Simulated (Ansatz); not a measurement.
Geometry optimisation, RKS CAM-B3LYP/def2-SVP in Ansatz.

The input (input.yaml):

```yaml
crystal:
  periodic: [false, false, false]
  atoms:
    - { symbol: Si, position_ang: [0.0, 0.0, 0.0] }
    - { symbol: H, position_ang: [0.0, 0.0, 1.81] }
    - { symbol: Cl, position_ang: [2.0086, 0.0, -0.7093] }
    - { symbol: Cl, position_ang: [-1.0032, 1.7381, -0.7093] }
    - { symbol: F, position_ang: [-0.7489, -1.2974, -0.5295] }
    - { symbol: Si, position_ang: [1.3216, 1.9931, 0.7946] }
    - { symbol: H, position_ang: [2.4447, 1.5395, 1.6099] }
    - { symbol: H, position_ang: [1.8257, 2.7344, -0.3577] }
    - { symbol: H, position_ang: [0.4612, 2.8616, 1.5927] }
    - { symbol: H, position_ang: [0.5224, 0.7878, 1.8966] }
basis:
  gaussian: { orbitals: def2-SVP }
hamiltonian:
  xc: cam_b3lyp
relax:
  f_tol: 0.15
  max_steps: 25
  restrain:
    - { distance: [0, 5], at: 3.42, k: 30.0 }
    - { distance: [9, 1], at: 1.86, k: 30.0 }
    - { distance: [0, 1], at: 1.46, k: 30.0 }
    - { distance: [9, 5], at: 1.46, k: 30.0 }
```

Command:

```bash
$ ansatz run input.yaml --threads 4 --pin off --max-ram 5120MiB --backend cpu --events-out ev --progress --plain --runs-dir out
```

**Question.** Where does it end, and by what steps?

**Answer.** The forces met the threshold. The restraints hold the end off the free minimum; the threshold counts their pulls, which the force column leaves out. Restrained pairs: Si1–Si6 (2.52 → 3.44 Å), H2–H10 (0.95 → 1.87 Å), Si1–H2 (1.81 → 1.46 Å), Si6–H10 (1.82 → 1.47 Å). After 7 steps the energy has fallen by 6.109 eV (the restraints' own energy left out); H9 moved furthest, 0.84 Å.

```tsv
step	energy less start (eV)	largest force component (eV/Å)	accepted
0	0.0000	3.096	yes
1	-1.8484	3.332	yes
2	-2.7768	5.092	yes
3	-4.2850	4.299	yes
4	-5.3580	1.824	yes
5	-5.9059	0.616	yes
6	-6.0988	0.637	yes
7	-6.1089	0.775	yes
```

```xyz
10
Properties=species:S:1:pos:R:3
Si -0.174 -0.307 -0.131
H -0.237 -0.416 1.321
Cl 1.747 -0.445 -0.803
Cl -1.129 1.370 -0.790
F -0.960 -1.552 -0.769
Si 1.512 2.335 1.298
H 2.871 2.159 1.876
H 1.623 2.536 -0.167
H 0.863 3.523 1.916
H 0.715 1.155 1.647
```

Time of the run: 12 s on 4 threads of Intel(R) Xeon(R) 6975P-C (Granite Rapids), with other jobs on the host, peak memory 0.35 GiB.
